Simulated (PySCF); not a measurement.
Level of theory: PySCF with PBE-D3(BJ)/def2-TZVP // CAM-B3LYP-D3(BJ)/def2-TZVP. Gas-phase values, no solvent. One relaxed conformer stands for a flexible species; it need not be the lowest. Excitations are Tamm–Dancoff values on a coarser integration grid. The basis has no diffuse functions, so Rydberg states are missing or too high.

Reference species (SMILES): `C=C/C([SiH3])=C\Cl` (C–C–C–Si torsion 0°) (neutral, multiplicity 1).

```json
{
 "LUMO": "-2.25 eV",
 "S1 oscillator strength": "0.373",
 "S1–T1 gap (TDA)": "2.16 eV"
}
```

After one change: the LUMO falls by 0.18 eV; the S1 oscillator strength decreases by 0.226; the S1–T1 gap (TDA) falls by 0.20 eV.

Task: Name the change that produced these shifts. The new species is one of these.
(A) `C=C/C([SiH3])=C/Cl` (C–C–C–Si torsion 0°)
(B) `[SiH3]/C=C\C=C/Cl` (C–C–C–C torsion 180°)
(C) `C=C(Cl)/C=C/[SiH3]` (Cl–C–C–C torsion 0°)
(D) `[SiH3]/C=C/C=C/Cl` (C–C–C–C torsion 180°)

Result: C, `C=C(Cl)/C=C/[SiH3]` (Cl–C–C–C torsion 0°)
